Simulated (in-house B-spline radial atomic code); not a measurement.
Configurations of Kr III (Kr2+), with energies counted from [Ar] 3d10 4s2 4p4. Computed with a radial B-spline atomic code at the basis-set limit: non-relativistic Hartree-Fock, spin-polarised, averaged over the determinants with the given up and down occupations, point nucleus. Shells without spins written out take the highest spin.

Occupations are held fixed; configurations that lie above the ionisation limit could autoionise.

| configuration | E - E(ref) (eV) | highest orbital | its <r> (bohr) |
| --- | --- | --- | --- |
| [Ar] 3d10 4s2 4p(2 up, 2 down) | 1.5139 | 4p up | 1.758 |
| [Ar] 3d10 4s2 4p3 5s1 | 17.109 | 5s up | 3.737 |
| [Ar] 3d10 4s2 4p3 5d1 | 25.248 | 5d up | 6.11 |
| [Ar] 3d10 4s2 4p3 4f1 | 26.22 | 4f up | 5.657 |
| [Ar] 3d9 4s2 4p4 5d1 | 112.63 | 5d up | 5.958 |
| [Ar] 3d(5 up, 4 down) 4s2 4p(3 up, 1 down) 5f(0 up, 1 down) | 116.66 | 5f down | 10.16 |

Q: Order these further configurations by energy, lowest first.
A. [Ar] 3d10 4s1 4p4 5f1
B. [Ar] 3d10 4s(0 up, 1 down) 4p(3 up, 1 down) 4f(1 up, 0 down)
C. [Ar] 3d9 4s2 4p5
D. [Ar] 3d10 4s2 4p(2 up, 1 down) 4d(1 up, 0 down)
E. [Ar] 3d9 4s2 4p4 5f1

A: D (19.924 eV), A (43.515 eV), B (47.818 eV), C (84.32 eV), E (116.61 eV).

Q: How far above the reference does [Ar] 3d10 4s1 4p4 5d1 lie?

A: 39.683 eV; its least bound orbital is 5d up with <r> = 6.067 bohr.

Q: How far above the reference does [Ar] 3d10 4s1 4p4 4d1 lie?

A: 29.906 eV; its least bound orbital is 4d up with <r> = 2.462 bohr.
